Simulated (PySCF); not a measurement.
**Two-component Hartree-Fock for K¹¹⁺ (potassium, charge +11)**

Start: [He] 2s2 2p4; 2p1/2 filled at m_j = -1/2, +1/2; 2p3/2 filled at m_j = +1/2, +3/2. Calculated with PySCF 2.14 in an even-tempered Gaussian basis (18 s from 1.7 bohr⁻², ratio 2.4; 11 p from 2.2 bohr⁻², ratio 2.4; 5 d from 11 bohr⁻², ratio 2.6; 5 f from 16 bohr⁻², ratio 2.6): generalised Hartree-Fock with the X2C-1e Hamiltonian and a Gaussian nucleus; one run each with spin-orbit coupling (SO) switched off, then screened by Boettger's factors.

```csv
spinor shell,electrons,"ε, spin-free (eV)","ε, screened SO (eV)",weight of nominal j (screened SO),"rms radius, screened SO (bohr)"
1s1/2,2,-4026.4,-4026.2,1.000,0.0933
2s1/2,2,-703.94,-703.87,1.000,0.397
2p3/2,2,-641.28,-644.93,0.807,0.357
2p1/2,2,-641.28,-638.09,0.707,0.358
```

```csv
quantity,spin-free,screened SO
E (hartree),-534.19891,-534.24861
M_J,2,2
⟨J²⟩,6.001,6.001
⟨L²⟩,2.000,2.092
⟨S²⟩,2.000,1.954
```

Each row is a mean over spinors that exchange with the open shell spreads, by up to 27.205 eV (2s1/2).

Rows whose weight is well below 1 are mixtures of j = l ± 1/2: exchange outweighs spin-orbit coupling there, and the label is only the starting occupation.

Without spin-orbit coupling the j labels of p, d and f shells carry no meaning; the spin-free column gives the mean over the occupied spinors of each nl shell.
